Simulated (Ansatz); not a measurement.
An input meant for (H2B-mu-PH2)2 (B2P2H8) (charge 0, singlet).

```yaml
crystal:
  periodic: [false, false, false]
  atoms:
    - {symbol: B, position_ang: [-1.430886, 0.083074, -0.165194]}
    - {symbol: H, position_ang: [-1.947629, 0.783272, -1.022641]}
    - {symbol: H, position_ang: [-2.214900, -0.537185, 0.536806]}
    - {symbol: P, position_ang: [-0.041104, 1.043485, 0.880821]}
    - {symbol: B, position_ang: [1.431698, -0.078804, 0.160170]}
    - {symbol: H, position_ang: [1.965285, -0.773355, 1.011671]}
    - {symbol: H, position_ang: [2.201360, 0.548855, -0.551318]}
    - {symbol: P, position_ang: [0.040381, -1.047297, -0.876326]}
    - {symbol: H, position_ang: [-0.202952, 1.035454, 2.299840]}
    - {symbol: H, position_ang: [0.064474, 2.449412, 0.652418]}
    - {symbol: H, position_ang: [-0.066977, -2.450172, -0.630769]}
    - {symbol: H, position_ang: [0.201260, -1.056748, -2.295467]}
basis:
  gaussian: {orbitals: "6-31++G**"}
magnetization: {spin_polarized: true, initial_magnetization: 1}
hamiltonian: {xc: {name: BLYP}}
```

```sh
$ ansatz run in.yaml --threads 4 --pin off --events-out ev --progress --plain --max-ram 3916MiB
```

It prints (some lines left out):

```
Error: a molecule whose nuclei and cores have a total charge of 48 cannot have a net charge of 0 together with 1 unpaired electrons
```

Task: What is wrong with this run?

Result: The number of unpaired electrons doesn't fit the electron count. The input was rejected before any iteration.
